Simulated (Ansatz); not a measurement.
Relaxation of Cl$_{3}$H$_{7}$HfN$_{2}$Si (14 atoms, charge 0, multiplicity 1), to a largest force component of 0.03 eV/Å in at most 50 steps.

These are results of Ansatz, RKS PBE/def2-SVP, not measurements.

```xyz
14
Properties=species:S:1:pos:R:3
Hf -0.253 0.309 0.007
N -0.203 0.110 2.148
H -1.056 0.204 2.719
H 0.613 0.363 2.721
Cl 1.830 0.960 -0.874
Cl -1.752 2.066 -0.423
Cl -1.296 -1.576 -0.967
N 1.601 -2.263 1.229
H 1.223 -3.105 0.785
Si 3.316 -2.126 1.577
H 3.941 -3.436 1.996
H 4.092 -1.620 0.389
H 3.446 -1.127 2.702
H 0.904 -1.845 1.885
```

Where does it end, and by what steps?

The forces met the threshold. After 19 steps the energy has fallen by 0.689 eV; H4 moved furthest, 0.83 Å. Joined: Hf1–N8 (3.40 → 2.46 Å).

```
step  energy less start (eV)  largest force component (eV/Å)  accepted
   0                  0.0000                           1.883       yes
   1                 -0.2230                           0.870       yes
   2                 -0.4221                           1.022       yes
   3                 -0.5269                           0.887       yes
   4                 -0.6086                           0.525       yes
   5                 -0.5998                           1.106        no
   6                 -0.6344                           0.207       yes
   7                 -0.6556                           0.093       yes
   8                 -0.6654                           0.180       yes
   9                 -0.6568                           0.872        no
  10                 -0.6770                           0.115       yes
  11                 -0.6817                           0.128       yes
  12                 -0.6827                           0.248       yes
  13                 -0.6795                           0.490        no
  14                 -0.6863                           0.033       yes
  15                 -0.6873                           0.060       yes
  16                 -0.6883                           0.060       yes
  17                 -0.6887                           0.069       yes
  18                 -0.6890                           0.051       yes
  19                 -0.6891                           0.023       yes
```

```xyz
14
Properties=species:S:1:pos:R:3
Hf 0.026 -0.074 0.257
N -0.109 0.113 2.279
H -0.694 0.851 2.690
H 0.385 -0.365 3.039
Cl 2.091 0.604 -0.761
Cl -1.386 1.782 -0.189
Cl -1.214 -1.862 -0.769
N 1.383 -1.995 0.986
H 1.318 -2.646 0.187
Si 3.116 -1.790 1.503
H 3.502 -2.977 2.345
H 3.960 -1.738 0.272
H 3.209 -0.547 2.330
H 0.819 -2.443 1.725
```

The run took 69 s on 4 threads of Arm Neoverse V2, with other jobs on the host, peak memory 0.29 GiB.
